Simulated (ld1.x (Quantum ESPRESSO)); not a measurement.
## Building the TM potential for molybdenum (PBE, non-relativistic).

Input for ld1.x (Quantum ESPRESSO) 7.5:

```
&input
   title='Mo', zed=42., rel=0, dft='PBE', iswitch=3,
   config='[Kr] 4d5 5s0 5p1',
   nld=3, rlderiv=3.65, eminld=-2.0, emaxld=5.0, deld=0.02
 /
 &inputp
   pseudotype=2, tm=.true., lloc=1,
   nlcc=.true., rcore=2.05,
   file_pseudopw='Mo.UPF', file_wfcaegen='ae.wfc', file_wfcncgen='nc.wfc', file_beta='beta', file_chi='chi'
 /
3
5S  1  0   0.00   0.00  2.90  2.90  0.0
4D  3  2   5.00   0.00  1.95  1.95  0.0
5P  2  1   1.00   0.00  3.35  3.35  0.0
 &test
   configts(1)='4d5 5s0 5p1'
 /
```

Command:

```bash
ld1.x < Mo.in > Mo.out
```

Resulting log (shortened: banner, matrices, multipoles, cross overlaps and the repeated all-electron block are left out):

```
Program LD1 v.7.5
     --------------------------- All-electron run ----------------------------

     Mo

     atomic number is 42.00
     dft =PBE   lsd =0 sic =0 latt =0  beta=0.20 tr2=1.0E-14
     Exchange-correlation= PBE
                           (   1   4   3   4   0   0   0)
     mesh =1229 r(mesh) = 100.71859 a.u. xmin = -7.00 dx = 0.01250
     1 Ry =  13.60569312 eV

     n l     nl                  e(Ry)          e(Ha)          e(eV)
     1 0     1S 1( 2.00)     -1420.4722      -710.2361    -19326.5090
     2 0     2S 1( 2.00)      -197.3073       -98.6536     -2684.5020
     2 1     2P 1( 6.00)      -181.7389       -90.8695     -2472.6843
     3 0     3S 1( 2.00)       -33.5302       -16.7651      -456.2019
     3 1     3P 1( 6.00)       -27.5463       -13.7732      -374.7869
     4 0     4S 1( 2.00)        -4.5623        -2.2811       -62.0726
     4 1     4P 1( 6.00)        -2.8692        -1.4346       -39.0376
     3 2     3D 1(10.00)       -16.5847        -8.2924      -225.6466
     4 2     4D 1( 5.00)        -0.3838        -0.1919        -5.2220
     5 0     5S 1( 0.00)        -0.3407        -0.1703        -4.6352
     5 1     5P 1( 1.00)        -0.1250        -0.0625        -1.7007

     final scf error:  1.4E-15 reached in  38 iterations

     Etot =   -7953.726333 Ry,   -3976.863166 Ha, -108215.959665 eV

     Ekin =    7949.955321 Ry,    3974.977661 Ha,  108164.652445 eV
     Encl =  -18936.137289 Ry,   -9468.068645 Ha, -257639.272894 eV
     Eh   =    3274.801164 Ry,    1637.400582 Ha,   44555.939671 eV
     Exc  =    -242.345528 Ry,    -121.172764 Ha,   -3297.278887 eV

     normalization and overlap integrals

     s(1S/1S) =  1.000000  <r> =   0.0363  <r2> =    0.0018  r(max) =   0.0241
     s(2S/2S) =  1.000000  <r> =   0.1587  <r2> =    0.0296  r(max) =   0.1336
     s(2P/2P) =  1.000000  <r> =   0.1360  <r2> =    0.0226  r(max) =   0.1054
     s(3S/3S) =  1.000000  <r> =   0.4407  <r2> =    0.2223  r(max) =   0.3965
     s(3P/3P) =  1.000000  <r> =   0.4357  <r2> =    0.2207  r(max) =   0.3819
     s(4S/4S) =  1.000000  <r> =   1.1365  <r2> =    1.4647  r(max) =   1.0124
     s(4P/4P) =  1.000000  <r> =   1.2494  <r2> =    1.7920  r(max) =   1.0777
     s(3D/3D) =  1.000000  <r> =   0.4145  <r2> =    0.2064  r(max) =   0.3246
     s(4D/4D) =  1.000000  <r> =   1.9217  <r2> =    4.6230  r(max) =   1.3666
     s(5S/5S) =  1.000000  <r> =   3.6422  <r2> =   15.2738  r(max) =   3.0037
     s(5P/5P) =  1.000000  <r> =   5.1747  <r2> =   31.4484  r(max) =   4.0545

     ------------------------ End of All-electron run ------------------------

     --------------------- Generating NC pseudopotential ---------------------

      Generating local pot.: lloc=1, matching radius rcloc =   3.3500

      Computing core charge for nlcc:

       r > 2.06 : true rho core
       r < 2.06 : rho core = a sin(br)/r    a=   1.43  b=   1.33

      Integrated core pseudo-charge :   2.74

      Wfc   5S  rcut= 2.893  Using Troullier-Martins method

      Wfc   4D  rcut= 1.939  Using Troullier-Martins method

     ------------------- End of pseudopotential generation -------------------

     Computing logarithmic derivative in   3.64589
     Computing logarithmic derivative in   3.64589
     Computing the partial wave expansion
     R is outside the sphere for l=    0 j= 0.00
       no projector for channel:   1
     R is outside the sphere for l=    2 j= 0.00

     ---------------------- Testing the pseudopotential ----------------------

     Mo

     atomic number is 42.00   valence charge is  6.00
     dft =PBE   lsd =0 sic =0 latt =0  beta=0.20 tr2=1.0E-14
     mesh =1229 r(mesh) = 100.71859 xmin = -7.00 dx = 0.01250

     n l     nl             e AE (Ry)        e PS (Ry)    De AE-PS (Ry)
     3 2     4D   1( 5.00)       -0.38381       -0.38381       -0.00000
     1 0     5S   1( 0.00)       -0.34068       -0.34068       -0.00000
     2 1     5P   1( 1.00)       -0.12500       -0.12500        0.00000

     eps = 9.8E-15  iter =  9

     Etot =   -7953.726333 Ry,   -3976.863166 Ha, -108215.959665 eV
     Etotps =   -17.633684 Ry,      -8.816842 Ha,    -239.918496 eV

     Ekin =      18.847354 Ry,       9.423677 Ha,     256.431317 eV
     Encl =     -24.744015 Ry,     -12.372008 Ha,    -336.659475 eV
     Ehrt =      14.316676 Ry,       7.158338 Ha,     194.788293 eV
     Ecxc =      -6.615743 Ry,      -3.307872 Ha,     -90.011770 eV
     (Ecc =      -1.914267 Ry,      -0.957133 Ha,     -26.044926 eV)
     Epseu=     -19.437956 Ry,      -9.718978 Ha,    -264.466861 eV

     ---------------------- End of pseudopotential test ----------------------
```

Generation and configuration tests took about 1.1 s on one core of a shared server CPU.

Transferability test of the new file with ld1.x, input:

```
&input
   title='Mo', zed=42., rel=0, dft='PBE', iswitch=2,
   config='[Kr] 4d5 5s0 5p1'
 /
 &test
   file_pseudo='Mo.UPF', nconf=8,
   configts(1)='4d5 5s0 5p1',
   configts(2)='4d5 5s1 5p0',
   configts(3)='4d5 5s0 5p0',
   configts(4)='4d4 5s0 5p0',
   configts(5)='4d5.5 5s0.5 5p0',
   configts(6)='4d6 5s0 5p0',
   configts(7)='4d3 5s0 5p0',
   configts(8)='4d2 5s0 5p0'
 /
```

```bash
ld1.x < Mo.test.in > Mo.test.out
```

Pseudopotential blocks of its output, shortened (energy terms left out; the distinct warnings before each block abridged to one line each):

```
     ---------------------- Testing the pseudopotential ----------------------

     n l     nl             e AE (Ry)        e PS (Ry)    De AE-PS (Ry)
     3 2     4D   1( 5.00)       -0.38381       -0.38381       -0.00000
     1 0     5S   1( 0.00)       -0.34068       -0.34068       -0.00000
     2 1     5P   1( 1.00)       -0.12500       -0.12500        0.00000

     eps = 4.8E-15  iter = 10

     Etot =   -7953.726332 Ry,   -3976.863166 Ha, -108215.959661 eV
     Etotps =   -17.633684 Ry,      -8.816842 Ha,    -239.918491 eV

     ---------------------- End of pseudopotential test ----------------------

          ---------------------- Testing the pseudopotential ----------------------

     n l     nl             e AE (Ry)        e PS (Ry)    De AE-PS (Ry)
     3 2     4D   1( 5.00)       -0.29331       -0.29273       -0.00058
     1 0     5S   1( 1.00)       -0.27889       -0.27847       -0.00042
     2 1     5P   1( 0.00)       -0.07575       -0.07571       -0.00003

     eps = 3.8E-16  iter =  9

     Etot =   -7953.935694 Ry,   -3976.967847 Ha, -108218.808171 eV
     Etotps =   -17.842837 Ry,      -8.921419 Ha,    -242.764171 eV
     dEtot_ae =      -0.209362 Ry
     dEtot_ps =      -0.209154 Ry,   Delta E=      -0.000208 Ry

     ---------------------- End of pseudopotential test ----------------------

          ---------------------- Testing the pseudopotential ----------------------

     n l     nl             e AE (Ry)        e PS (Ry)    De AE-PS (Ry)
     3 2     4D   1( 5.00)       -0.77642       -0.77481       -0.00160
     1 0     5S   1( 0.00)       -0.68876       -0.68993        0.00117
     2 1     5P   1( 0.00)       -0.42511       -0.42628        0.00117

     eps = 8.8E-15  iter =  7

     Etot =   -7953.456724 Ry,   -3976.728362 Ha, -108212.291451 eV
     Etotps =   -17.363715 Ry,      -8.681857 Ha,    -236.245373 eV
     dEtot_ae =       0.269608 Ry
     dEtot_ps =       0.269969 Ry,   Delta E=      -0.000361 Ry

     ---------------------- End of pseudopotential test ----------------------

          ---------------------- Testing the pseudopotential ----------------------

     n l     nl             e AE (Ry)        e PS (Ry)    De AE-PS (Ry)
     3 2     4D   1( 4.00)       -1.55216       -1.57933        0.02717  !
     1 0     5S   1( 0.00)       -1.26105       -1.27122        0.01017  !
     2 1     5P   1( 0.00)       -0.92226       -0.92577        0.00351

     eps = 4.8E-16  iter =  7

     Etot =   -7952.304060 Ry,   -3976.152030 Ha, -108196.608665 eV
     Etotps =   -16.199631 Ry,      -8.099816 Ha,    -220.407212 eV
     dEtot_ae =       1.422272 Ry
     dEtot_ps =       1.434053 Ry,   Delta E=      -0.011781 Ry

     ---------------------- End of pseudopotential test ----------------------

          ---------------------- Testing the pseudopotential ----------------------

     n l     nl             e AE (Ry)        e PS (Ry)    De AE-PS (Ry)
     3 2     4D   1( 5.50)       -0.22701       -0.22144       -0.00557  !
     1 0     5S   1( 0.50)       -0.25083       -0.25241        0.00158
     2 1     5P   1( 0.00)       -0.06144       -0.06298        0.00154

     eps = 3.0E-15  iter = 13

     Etot =   -7953.933082 Ry,   -3976.966541 Ha, -108218.772633 eV
     Etotps =   -17.838301 Ry,      -8.919151 Ha,    -242.702450 eV
     dEtot_ae =      -0.206750 Ry
     dEtot_ps =      -0.204617 Ry,   Delta E=      -0.002132 Ry

     ---------------------- End of pseudopotential test ----------------------

          ---------------------- Testing the pseudopotential ----------------------

     n l     nl             e AE (Ry)        e PS (Ry)    De AE-PS (Ry)
     3 2     4D   1( 6.00)       -0.17084       -0.16387       -0.00698  !
     1 0     5S   1( 0.00)       -0.22648       -0.23125        0.00476
     2 1     5P   1( 0.00)       -0.04957       -0.05334        0.00377

     eps = 5.8E-15  iter = 10

     Etot =   -7953.912945 Ry,   -3976.956472 Ha, -108218.498651 eV
     Etotps =   -17.813348 Ry,      -8.906674 Ha,    -242.362940 eV
     dEtot_ae =      -0.186612 Ry
     dEtot_ps =      -0.179664 Ry,   Delta E=      -0.006949 Ry

     ---------------------- End of pseudopotential test ----------------------

          Warning: n=3, l=2 expected 0 nodes, found 1
     ---------------------- Testing the pseudopotential ----------------------

     n l     nl             e AE (Ry)        e PS (Ry)    De AE-PS (Ry)
     3 2     4D   1( 3.00)       -2.44936       -2.51239        0.06303  !
     1 0     5S   1( 0.00)       -1.91505       -1.95800        0.04296  !
     2 1     5P   1( 0.00)       -1.50778       -1.52259        0.01481  !

     eps = 4.8E-16  iter =  9

     Etot =   -7950.312138 Ry,   -3975.156069 Ha, -108169.507188 eV
     Etotps =   -14.162448 Ry,      -7.081224 Ha,    -192.689915 eV
     dEtot_ae =       3.414194 Ry
     dEtot_ps =       3.471236 Ry,   Delta E=      -0.057043 Ry

     ---------------------- End of pseudopotential test ----------------------

          ---------------------- Testing the pseudopotential ----------------------

     n l     nl             e AE (Ry)        e PS (Ry)    De AE-PS (Ry)
     3 2     4D   1( 2.00)       -3.44245       -3.53210        0.08965  !
     1 0     5S   1( 0.00)       -2.63558       -2.76027        0.12470  !
     2 1     5P   1( 0.00)       -2.16505       -2.20428        0.03922  !

     eps = 2.8E-17  iter =  7

     Etot =   -7947.373467 Ry,   -3973.686734 Ha, -108129.524533 eV
     Etotps =   -11.146093 Ry,      -5.573046 Ha,    -151.650319 eV
     dEtot_ae =       6.352865 Ry
     dEtot_ps =       6.487591 Ry,   Delta E=      -0.134726 Ry

     ---------------------- End of pseudopotential test ----------------------
```
